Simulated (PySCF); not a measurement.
Species: C3H11GeNSi.
Z-matrix (Å and degrees, PBE0-D3(BJ)/def2-SVP geometry), rows numbered from 1:
```
Ge
N   1  1.8400
Si  2  1.7377  1  126.56
C   3  1.8608  2  108.65  1   -32.84
C   4  1.5099  3  120.11  2   151.98
C   5  1.4903  4   60.66  3  -108.22
H   1  1.5390  2  109.71  3    61.27
H   1  1.5402  2  106.44  3  -179.35
H   1  1.5453  2  112.03  3   -59.70
H   2  1.0154  1  114.00  3   163.43
H   3  1.4976  2  108.48  1  -155.54
H   3  1.5052  2  114.00  1    84.93
H   4  1.0961  3  115.83  2   -61.62
H   5  1.0931  4  117.57  6  -108.65
H   5  1.0948  4  118.29  6   108.10
H   6  1.0951  4  118.42  5  -107.96
H   6  1.0934  4  117.54  5   108.76
```

A calculation gives these core lines: C 1s: 290.06 (area 1), 290.63 (area 2) eV; N 1s: 403.76 eV; Si 1s: 1846.31 eV; Si 2p3/2: 106.42 eV.

Theory: PySCF, delta-SCF UKS SCAN, pcX-2 on the ionised atom, pcseg-1 elsewhere, spin-free X2C. The structure is a single PBE0-D3(BJ)/def2-SVP conformer in the gas phase; no vibrational or solvent corrections.

Order the carbon atoms by C 1s binding energy.

290.06 eV: C4 (sp3 carbon bound to silicon); 290.63 eV: C5/C6 (three-membered-ring carbon). The listed C 1s values span 0.57 eV, from C4 (bonded to 2 C, H and Si) to C5/C6 (bonded to 2 C and 2 H). Summing the Pauling electronegativity differences to the bonded atoms, each weighted by its formal bond order, gives -1.00 for the lowest site and -0.70 for the highest.

Bonded neighbours of each site: N2: H, Ge and Si; Si3: N, C and 2 H; C4: 2 C, H and Si; C5/C6: 2 C and 2 H.

Which photon wavelength matches the C 1s of C5/C6 threshold?

λ = hc/E = 12398.42 eV Å / 290.63 eV = 42.660 Å.

One atom of each set of topologically equivalent atoms was ionised and stands for the set; in this conformer not all members are related by symmetry, and their own values weren't computed. The 2p values add to the ΔSCF energy of one spin-free hole a correction within the shell (spin–orbit coupling, ligand field). 2p1/2 minus 2p3/2 (ligand field included): Si 0.62 eV. No level of germanium is listed.
